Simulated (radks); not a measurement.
Eu2+, 61 electrons, occupied as [Xe] 4f6.5 6p0.5 (fractional occupations, a model configuration). Calculated with a radial shooting solver on a logarithmic mesh with Libxc functionals: non-relativistic Kohn-Sham, PBE, spin-polarised, spherical densities, point nucleus; open shells are filled with parallel spins first (spin-orbit coupling, left out, can overturn this in heavy ions); relativity is left out, which matters for an element this heavy. Some entries of the table are withheld. Estimate them.

orbital,occ.,eigenvalue (hartree),r(max) (bohr),<r> (bohr)
1s up,1,-1674.447,0.01597,0.02408
1s down,1,-1674.447,0.01597,0.02408
2s up,1,-266.0491,0.08753,0.1026
2s down,1,-266.0465,0.08752,0.1026
2p up,3,-252.9140,0.06816,0.08706
2p down,3,-252.9125,0.06816,0.08706
3s up,1,-58.84064,0.2443,0.2656
3s down,1,-58.73657,0.2441,0.2653
3p up,3,-53.01855,0.2315,0.2554
3p down,3,-52.92364,0.2313,0.2551
3d up,5,-42.16893,0.1851,0.2270
3d down,5,-42.10043,0.1850,0.2267
4s up,1,-12.06561,0.5586,0.6000
4s down,1,-11.85956,0.5584,0.6001
4p up,3,-9.80800,0.5647,0.6148
4p down,3,-9.60231,0.5645,0.6151
4d up,5,-5.79566,0.5737,0.6529
4d down,5,-5.59111,0.5735,0.6540
5s up,1,-2.09095,1.299,1.444
5s down,1,-1.99810,1.317,1.469
5p up,3,-1.47652,1.417,1.614
5p down,3,-1.40296,1.442,1.648
4f up,6.5,-0.95817,(1),0.8587
4f down,0,-0.77495,(2),0.9015
6p up,0.5,(3),(4),4.247

Answer. 
(1) 4f up r(max) (bohr): 0.5766
(2) 4f down r(max) (bohr): 0.5797
(3) 6p up eigenvalue (hartree): -0.41490
(4) 6p up r(max) (bohr): 3.862
